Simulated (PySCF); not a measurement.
```xyz
5
charge 0 multiplicity 2, angstrom
Sb    0.0000    0.0000    0.0000
H     1.6413    0.0000   -0.4895
H     0.0000    1.6413    0.4895
H    -1.6413    0.0000   -0.4895
H     0.0000   -1.6413    0.4895
```

Level of theory: PySCF, UPBE0, basis Sb def2-TZVP with ECP28, H def2-TZVP (scalar-relativistic core potentials, no spin–orbit coupling, density fitting).

This geometry of SbH4 is a stationary point at this level.

Question: What is the point group?

Answer: D2d.

Question: Is it a minimum?

Answer: No: it has 1 imaginary mode, at 1128i cm⁻¹ (b2).

Question: List the harmonic modes with their infrared intensities.

Answer: 
| symmetry | ω (cm⁻¹) | IR (km/mol, summed over degenerate members) | type |
| --- | --- | --- | --- |
| b2 | 1128i | – | bend |
| a1 | 734 | 0.0 | bend |
| e | 783 | 279 | bend |
| b1 | 1036 | 0.0 | bend |
| b2 | 1654 | 230 | stretch |
| e | 1868 | 224 | stretch |
| a1 | 1951 | 0.0 | stretch |

In D2d the vibrations span 2b2 + 2a1 + 2e + b1. The a1, b1 modes carry no infrared intensity, as symmetry demands.

Only a few start shapes were tried, so a lower isomer may exist. At this level a doublet minimum of C2v symmetry lies 84 kJ/mol below this structure. No spin–orbit coupling is included, which matters more the heavier the element.
